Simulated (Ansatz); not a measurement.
Changing the shape of CaH2, singlet

Computed with Ansatz's Gaussian-basis code (development build). Basis def2-SVP, nonrelativistic, 5 orbitals frozen in the corrections; active space CAS(4,3). Restricted Hartree–Fock, then the lowest state-specific CASSCF solution met for each case. Small basis; these aren't basis-limit values. Single-reference values can break down or jump between states where bonds are stretched. Solutions in different active orbitals can move differences by tenths of an eV and at times more than 1 eV.

Case A. A bond is stretched, to 1.49 times the sum of the covalent radii.

```csv
atom,x (Å),y (Å),z (Å)
H,0.0000,0.0000,3.0750
Ca,0.0000,0.0000,0.0000
H,0.0000,0.0000,-2.0500
```

Case B:

```json
{"atom": "H", "x (Å)": "0.0000", "y (Å)": "0.0000", "z (Å)": "2.0500"}
{"atom": "Ca", "x (Å)": "0.0000", "y (Å)": "0.0000", "z (Å)": "0.0000"}
{"atom": "H", "x (Å)": "0.0000", "y (Å)": "0.0000", "z (Å)": "-2.0500"}
```

Energy less that of case A, in eV:

```
case  RHF/ROHF  CASSCF
   B    -1.342  -1.011
```

Question: What does SC-NEVPT2 give for these differences?

Answer: B: -0.944 eV (-21.8 kcal/mol).
